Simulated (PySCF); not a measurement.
Zn(OH)(SiH3) (H4OSiZn), SMILES [SiH3][Zn][OH]. Atoms are numbered in the order given.

```xyz
7

Zn    -0.0760     0.3711    -0.2280
O     -0.3968     1.9388    -0.9886
H     -0.4162     1.9721    -1.9522
Si     0.3284    -1.6000     0.9345
H      0.3877    -2.7743     0.0062
H     -0.7449    -1.8859     1.9391
H      1.6298    -1.5569     1.6743
```

The structure is a stationary point at r2SCAN-D4/def2-SVP. A frequency run showed that this geometry is not a minimum. The values are those of a single conformer.

Method: PySCF with B3LYP/def2-TZVPD.

Mulliken values depend strongly on the basis, most of all with diffuse functions as here. ESP charges are fitted to the potential on shells at 1.4 to 2.0 van der Waals radii. Atomic charges (e):

```csv
atom,Mulliken,meta-Löwdin,ESP fit
Zn1,0.09,1.09,0.65
O2,-0.55,___,-0.74
H3,0.29,___,0.32
Si4,0.53,___,-0.25
H5,-0.12,-0.08,-0.01
H6,-0.12,-0.08,0.02
H7,-0.12,-0.08,0.02
```

Problem. Complete the blanks. (Estimate from the structure and the level; the computed values follow.)

Solution. 
- O2, meta-Löwdin: -1.05
- H3, meta-Löwdin: 0.32
- Si4, meta-Löwdin: -0.13
